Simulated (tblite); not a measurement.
C6H15NOSi.
Geometry (GFN2-xTB, Å), atoms numbered from 1 in this order:
```xyz
24
C6H15NOSi angstrom
C     -3.163   -0.374   -0.240
C     -2.063    0.597   -0.647
C     -0.939    0.647    0.382
C      0.199    1.613   -0.016
C      1.307    0.615   -0.387
O      2.540    0.972    0.218
C      3.543    0.031   -0.012
Si     0.292   -0.822    0.387
N     -0.028   -2.084   -0.745
H     -3.959   -0.387   -0.982
H     -2.761   -1.379   -0.144
H     -3.592   -0.085    0.717
H     -1.656    0.298   -1.615
H     -2.492    1.597   -0.761
H     -1.372    0.914    1.348
H     -0.070    2.290   -0.826
H      0.538    2.206    0.831
H      1.451    0.550   -1.476
H      4.433    0.375    0.512
H      3.766   -0.064   -1.084
H      3.251   -0.960    0.367
H      0.733   -1.225    1.729
H     -0.722   -2.775   -0.509
H      0.751   -2.530   -1.204
```

Computed with GFN2-xTB (tblite): harmonic, unscaled wavenumbers at the GFN2-xTB geometry, gas phase. Errors from tens to a few hundred cm⁻¹ against measured bands are possible. Modes of hydrogen on silicon can be 10 to 20 % off. One conformer, not necessarily the lowest.

Harmonic wavenumbers (cm⁻¹): 28.8, 86.6, 108.5, 126.9, 142.7, 155.1, 166.8, 211.9, 222.4, 248.9, 283.1, 341.7, 382.7, 482.0, 523.0, 549.5, 589.1, 646.0, 664.8, 707.8, 807.3, 840.3, 857.4, 906.8, 946.5, 997.1, 1028.7, 1042.5, 1061.7, 1087.8, 1107.3, 1124.7, 1139.2, 1167.4, 1186.9, 1199.1, 1216.8, 1250.9, 1269.6, 1301.2, 1313.7, 1348.9, 1407.8, 1410.7, 1469.0, 1477.3, 1496.4, 1497.0, 1501.6, 1506.4, 1513.0, 2204.6, 2826.6, 2857.9, 2892.2, 2941.3, 2953.2, 2982.9, 2992.8, 3018.4, 3018.9, 3025.3, 3029.5, 3039.2, 3458.4, 3494.7.

A = 2455, B = 858.6, C = 697.2 MHz; mass 145.092 u (most abundant isotopes); point group C1, symmetry number 1.

Q: What is the zero-point energy?

A: Half the sum of the wavenumbers: 44443 cm⁻¹ = 531.65 kJ/mol.

Q: What is S at 298.15 K and 1 bar for an ideal gas of classical rigid rotors and harmonic oscillators?

A: Translation 170.93, rotation 124.56, vibration 160.55: S = 456.0 J/(mol K).

Q: And Cp and H(298.15 K) − H(0)?

A: Cp = 194.50 J/(mol K), of which vibrations give 161.24 (their classical limit is 66 R = 548.8); H(298.15 K) − H(0) = 34.93 kJ/mol without the zero-point energy, 25.01 from vibrations.

Q: How do the functions run with temperature in this model?

A: 
```json
{"T (K)": "50", "S (J/(mol K))": "253.4", "Cp (J/(mol K))": "60.9", "H − H(0) (kJ/mol)": "2.20", "G − H(0) (kJ/mol)": "-10.46", "ln q(vib)": "0.77"}
{"T (K)": "100", "S (J/(mol K))": "307.0", "Cp (J/(mol K))": "95.7", "H − H(0) (kJ/mol)": "6.17", "G − H(0) (kJ/mol)": "-24.53", "ln q(vib)": "2.33"}
{"T (K)": "373.15", "S (J/(mol K))": "503.9", "Cp (J/(mol K))": "232.9", "H − H(0) (kJ/mol)": "50.96", "G − H(0) (kJ/mol)": "-137.05", "ln q(vib)": "11.74"}
{"T (K)": "500", "S (J/(mol K))": "580.4", "Cp (J/(mol K))": "290.9", "H − H(0) (kJ/mol)": "84.30", "G − H(0) (kJ/mol)": "-205.87", "ln q(vib)": "15.91"}
{"T (K)": "750", "S (J/(mol K))": "715.2", "Cp (J/(mol K))": "373.8", "H − H(0) (kJ/mol)": "168.15", "G − H(0) (kJ/mol)": "-368.26", "ln q(vib)": "23.83"}
{"T (K)": "1000", "S (J/(mol K))": "830.8", "Cp (J/(mol K))": "429.0", "H − H(0) (kJ/mol)": "268.94", "G − H(0) (kJ/mol)": "-561.87", "ln q(vib)": "31.20"}
```

q(vib) and H(0) count from the zero-point level.

Q: What must be added to the electronic energy to get the Gibbs energy at 298.15 K and 1 bar?

A: ZPE + [H(298.15 K) − H(0)] − T·S = 531.65 + 34.93 − 135.97 = 430.61 kJ/mol.

Hindered rotation and anharmonicity are outside this model. Other conformers, if any are populated, would add a mixing term that is left out. The structure is chiral; the term R ln 2 for an equal mix with its mirror image is left out.

Hardware: Arm Neoverse V2, one thread, shared host. Cost: 1.1 s of wall time. The figure is for the frequency step alone.
